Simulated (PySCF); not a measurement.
## UHF on Sn³⁺ (tin, charge +3)

Configuration: [Kr] 4d10 5s1, 2S determinant. All numbers are calculated (PySCF 2.14, the spin-free X2C one-electron Hamiltonian (Gaussian nucleus), in aug-cc-pwCVTZ-DK3 with one added diffuse shell each of s, p, d, f type (11s10p8d5f1g, 125 functions)).

```
Total energy                        : -6171.733924 hartree
One-electron energy                 : -8437.2594 hartree
Hartree (Coulomb) energy            : 2428.8998 hartree
Exchange energy                     : -163.3743 hartree
⟨S²⟩                                : 0.7506
⟨L²⟩                                : 0.000
Sum of ⟨r⟩                          : 26.69 bohr
Sum of ⟨r²⟩                         : 28.13 bohr²
Langevin diamagnetic susceptibility : -22.3 ×10⁻⁶ cm³/mol
```

```
shell  electrons  mean orbital energy (hartree)  rms radius, mean of both spins (bohr)
 1s α          1                    -1079.40688                                 0.0336
 1s β          1                    -1079.40215                                 0.0336
 2s α          1                     -167.29642                                  0.136
 2s β          1                     -167.29206                                  0.136
 2p α          3                     -150.13337                                  0.121
 2p β          3                     -150.13238                                  0.121
 3s α          1                      -34.62813                                  0.361
 3s β          1                      -34.61941                                  0.361
 3p α          3                      -28.86276                                  0.362
 3p β          3                      -28.85955                                  0.362
 3d α          5                      -19.97182                                  0.341
 3d β          5                      -19.97097                                  0.341
 4s α          1                       -6.96341                                  0.874
 4s β          1                       -6.94456                                  0.874
 4p α          3                       -5.12727                                  0.949
 4p β          3                       -5.12123                                  0.949
 4d α          5                       -2.38298                                   1.16
 4d β          5                       -2.37356                                   1.16
 5s α          1                       -1.44949                                   2.30
```

Densities and radii are taken from the X2C orbitals without a picture-change correction, which distorts them close to the nucleus.
